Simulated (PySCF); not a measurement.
C$_{6}$H$_{14}$BO$_{2}$ (SMILES CC1(C)OB[OH+]C1(C)C), charge +1, singlet, geometry from GFN2-xTB. Base run: DF-B3LYP/6-31G** run with PySCF.

PySCF was given this input:
```python
from pyscf import gto, scf, dft

mol = gto.Mole()
mol.atom = '''
    C     1.36150529   -1.46332251   -0.36696631
    C     0.79606510   -0.05128719   -0.22271852
    C     1.44830263    0.88225462   -1.23445011
    O     1.14354764    0.39227540    1.10901776
    B     0.15682922    0.33326282    1.94832944
    O    -1.02871186   -0.12042878    1.24728994
    C    -0.77310942   -0.01049082   -0.22555927
    C    -1.35621522    1.32121923   -0.67419712
    C    -1.46109773   -1.17149123   -0.91836226
    H     1.19594725   -1.84654052   -1.36836460
    H     2.43273390   -1.42506484   -0.18738254
    H     0.92718286   -2.14190893    0.36280342
    H     1.20719721    1.92190875   -1.03889236
    H     1.13777957    0.62097120   -2.24138659
    H     2.52697957    0.77357399   -1.16724166
    H     0.15972671    0.56209769    3.08335576
    H    -1.94042185    0.06626266    1.51455827
    H    -2.43282444    1.33672911   -0.51019889
    H    -1.18800205    1.46483121   -1.73721868
    H    -0.90944312    2.15482963   -0.13630209
    H    -1.21037890   -2.12448538   -0.46282906
    H    -1.16077615   -1.19994041   -1.96171339
    H    -2.54123645   -1.04564357   -0.88777460
'''
mol.basis = '6-31g**'
mol.charge = 1
mol.verbose = 5
mol.build()

mf = dft.RKS(mol)
mf.xc = 'b3lyp'
mf = mf.density_fit(auxbasis='def2-universal-jkfit')
mf.kernel()
mf.analyze()
```

The job was repeated with other settings on one machine. Differences are taken from the largest grid of the series, which the next largest meets within 10 µEh (grids.level = 7: -412.201321 Eh). The cheapest run took very roughly 10 core-seconds.

```csv
setting,grid points,"cost, times the cheapest (rough)",difference in total energy (µEh)
"grids.atom_grid = (30, 110)",56640,1,-332
"grids.atom_grid = (50, 194)",151872,2,-73
base,264232,3,17
grids.prune = dft.gen_grid.treutler_prune,226976,3,26
"grids.atom_grid = (99, 590)",746312,8,1
grids.level = 5,716544,8,0
grids.level = 7,1481280,20,reference
```

Times come from a shared machine, hold the start-up and are rough.
